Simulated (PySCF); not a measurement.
# ¹⁷O chemical shifts

[PySCF 2.14: shielding tensors at PBE0/pcSseg-1 (GIAO); structure optimised with GFN2-xTB; single conformer; rapidly exchanging positions averaged; non-relativistic; no solvent model]

Shieldings were converted by a linear fit to measured shifts: ¹⁷O: δ = 266.70 − 0.911σ (rms 10.7 ppm, 155 shifts, 12.2 ppm with the 3 outliers that the fit left out vs liquid water, solution or neat liquid). A few per cent of atoms miss by over 2 rms, more outside the fitted compound classes.

**Question.** Give the ¹⁷O shifts of `O=C[SiH2]/C(F)=C\[SiH2]O[SiH3]`, `F/C(=C/[SiH2]O[SiH3])[SiH2]C[SiH3]`, `C=C[Si@@](O)(C=O)[SiH2]OC`, `C#C[SiH2]O[SiH](OC)OC`, `Cc1cocc(F)c1=O`, `O=C[C@@H]1C[C@]1(Cl)CO[SiH3]`.

**Answer.** 
```json
{"compound": "[O:1]=[CH:2][SiH2:3]/[C:4]([F:5])=[CH:6]\\[SiH2:7][O:8][SiH3:9]", "environment": "O1: carbonyl oxygen", "δ (ppm)": "764.4"}
{"compound": "[O:1]=[CH:2][SiH2:3]/[C:4]([F:5])=[CH:6]\\[SiH2:7][O:8][SiH3:9]", "environment": "O8: oxygen bonded to 2 Si", "δ (ppm)": "-29.2"}
{"compound": "F/C(=C/[SiH2]O[SiH3])[SiH2]C[SiH3]", "environment": "oxygen bonded to 2 Si", "δ (ppm)": "-34.5"}
{"compound": "[CH2:1]=[CH:2][Si@@:3]([OH:4])([CH:5]=[O:6])[SiH2:7][O:8][CH3:9]", "environment": "O6: carbonyl oxygen", "δ (ppm)": "786.4"}
{"compound": "[CH2:1]=[CH:2][Si@@:3]([OH:4])([CH:5]=[O:6])[SiH2:7][O:8][CH3:9]", "environment": "O4: oxygen bonded to Si, H", "δ (ppm)": "-36.1"}
{"compound": "[CH2:1]=[CH:2][Si@@:3]([OH:4])([CH:5]=[O:6])[SiH2:7][O:8][CH3:9]", "environment": "O8: oxygen bonded to C, Si", "δ (ppm)": "-53.4"}
{"compound": "[CH:1]#[C:2][SiH2:3][O:4][SiH:5]([O:6][CH3:7])[O:8][CH3:9]", "environment": "O4: oxygen bonded to 2 Si", "δ (ppm)": "18.7"}
{"compound": "[CH:1]#[C:2][SiH2:3][O:4][SiH:5]([O:6][CH3:7])[O:8][CH3:9]", "environment": "O6/8: oxygen bonded to C, Si (×2)", "δ (ppm)": "-10.8"}
{"compound": "[CH3:1][c:2]1[cH:3][o:4][cH:5][c:6]([F:7])[c:8]1=[O:9]", "environment": "O9: carbonyl oxygen", "δ (ppm)": "430.9"}
{"compound": "[CH3:1][c:2]1[cH:3][o:4][cH:5][c:6]([F:7])[c:8]1=[O:9]", "environment": "O4: ring oxygen", "δ (ppm)": "156.3"}
{"compound": "[O:1]=[CH:2][C@@H:3]1[CH2:4][C@:5]1([Cl:6])[CH2:7][O:8][SiH3:9]", "environment": "O1: aldehyde oxygen", "δ (ppm)": "567.0"}
{"compound": "[O:1]=[CH:2][C@@H:3]1[CH2:4][C@:5]1([Cl:6])[CH2:7][O:8][SiH3:9]", "environment": "O8: oxygen bonded to C, Si", "δ (ppm)": "-26.1"}
```
